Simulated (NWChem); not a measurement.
Molecule: vinylidene fluoride (C2H2F2); SMILES C=C(F)F

Results from NWChem. Medium grid unless said otherwise, to which SCAN and Minnesota functionals are sensitive. Structure relaxed at the B3LYP/6-31G* (spherical d) level. Hybrids' shares of exact exchange are those that their runs print; pure functionals count as 0. The functionals differ in more than this share.

| row | share of exact exchange | orbital gap (eV) |
|---|---|---|
| PBE/def2-TZVP | 0.00 | 5.83 |
| N12/def2-TZVP | 0.00 | 5.84 |
| B3LYP/def2-TZVP | 0.20 | 7.67 |
| B3PW91/def2-TZVP | 0.20 | 7.73 |
| PBE0/def2-TZVP | 0.25 | 8.20 |
| M05-2X/def2-TZVP | 0.56 | withheld |

Question: Fit a straight line of the last column on the one before it, predict the withheld value, and compare with the run.

Answer: 
1. Means of the 5 shown rows: x = 0.130, y = 7.054. Slope Σ(x − x̄)(y − ȳ)/Σ(x − x̄)² = 0.5449/0.05800 = 9.395; intercept 5.833.
2. The shown rows scatter about the line by 0.022 (root mean square); the largest residual is -0.04, at B3LYP/def2-TZVP.
3. At x = 0.56 (M05-2X/def2-TZVP; beyond the shown range) the line gives 11.09.
4. The run gives 10.69, -0.40 from the line, 18.0 times the scatter.
